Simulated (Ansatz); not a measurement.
Computed with Ansatz on PBE0-D4/def2-TZVP structures; ΔE is electronic, products minus reactants. CCSD(T)/CBS is the MP2 limit (def2-TZVPP, def2-QZVPP) plus CCSD(T) − MP2 in def2-TZVPP, frozen cores. This one scheme is used for every species. Functionals use def2-TZVPP. Elements past krypton have def2 core potentials. For Sn outer-core shells are correlated without core-valence functions, which leaves a few kJ/mol of doubt a bond. One conformer a species, not always the lowest.

`FC[O][SnH3]` + `N=CS` → `N=C[S][SnH3]` + `OCF`  (ligand exchange at the Sn–O bond)

```tsv
level	ΔE (kcal/mol)
PBE-D4	-9.7
CCSD/def2-TZVPP	-7.2
```

Problem. What does CCSD(T)/CBS give? (Estimate.)

Solution. Ansatz gave: -8.1 kcal/mol. The listed levels differ from it by -1.6, 0.9 kcal/mol.

Largest T1 diagnostic among the species: 0.015.

In def2-TZVPP, CCSD(T) changes the Hartree–Fock value by −1.3 kcal/mol (the triples alone add −0.4 kcal/mol) and MP2 by −2.1 kcal/mol.
